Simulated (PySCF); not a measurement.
AlSiH5O3

The system: AlSiH5O3, a small molecule; neutral, singlet. The structure, one conformer, was relaxed in the gas phase by PBE0-D3(BJ)/def2-SVP. No frequency run checks that it is a minimum.

SMILES: [OH][Al]([OH])[O][SiH3]

```csv
atom,x (Å),y (Å),z (Å)
Si1,-0.044,1.544,1.187
O2,-0.003,0.223,0.212
Al3,0.057,-1.129,-0.805
O4,1.502,-1.656,-1.507
O5,-1.329,-2.025,-1.171
H6,-0.097,1.129,2.623
H7,1.175,2.386,0.981
H8,-1.248,2.379,0.889
H9,2.350,-1.229,-1.385
H10,-2.203,-1.832,-0.832
```

Shieldings: GIAO PBE0/pcSseg-2. Shifts are against computed references at the same level: H TMS (σ 31.24 ppm), Si TMS (σ 341.3 ppm). Core levels by delta-SCF with SCAN, pcX-2 on the ionised atom and pcseg-1 elsewhere, spin-free X2C (2p3/2 is the spin-free 2p value less a third of a first-order spin-orbit splitting); from the vacuum level, for chosen atoms.

Q: Give the NMR and core-level values of the distinct atoms.

A: 
```json
{"atoms": "Si1", "bonded to": "1 O + 3 H", "σ (ppm)": "386.6", "δ (ppm)": "-45.3", "core level (eV)": "2p3/2 107.54"}
{"atoms": "O2", "bonded to": "1 Al + 1 Si", "σ (ppm)": "309.1", "δ (ppm)": "-", "core level (eV)": "1s 537.72"}
{"atoms": "Al3", "bonded to": "3 O", "σ (ppm)": "477.0", "δ (ppm)": "-", "core level (eV)": "2p3/2 81.14"}
{"atoms": "O4", "bonded to": "1 Al + 1 H", "σ (ppm)": "322.6", "δ (ppm)": "-", "core level (eV)": "1s 538.26"}
{"atoms": "O5", "bonded to": "1 Al + 1 H", "σ (ppm)": "322.4", "δ (ppm)": "-", "core level (eV)": "1s 538.26"}
{"atoms": "H6 H7 H8", "bonded to": "1 Si", "σ (ppm)": "26.08", "δ (ppm)": "5.16", "core level (eV)": "-"}
{"atoms": "H9", "bonded to": "1 O", "σ (ppm)": "30.41", "δ (ppm)": "0.83", "core level (eV)": "-"}
{"atoms": "H10", "bonded to": "1 O", "σ (ppm)": "30.41", "δ (ppm)": "0.83", "core level (eV)": "-"}
```

Values are those of this one static structure, with the three H of a rotating XH3 group averaged; atoms that internal rotation interchanges would show their mean in an NMR spectrum.

Q: Which of O2, O4, O5 holds its core electrons tightest, and by how much against the loosest?

A: O4 (bonded to 1 Al + 1 H), by 0.54 eV over O2 (bonded to 1 Al + 1 Si).

Q: By CAM-B3LYP/def2-SVPD (TDDFT singlets, Tamm-Dancoff triplets, ionisation by delta-SCF), where does absorption start, and what does vertical ionisation take?

A: The lowest singlet lies at 6.83 eV (f 0.009), the strongest of the first 6 at 7.90 eV (f 0.145), the lowest triplet at 6.55 eV; vertical ionisation takes 11.10 eV.
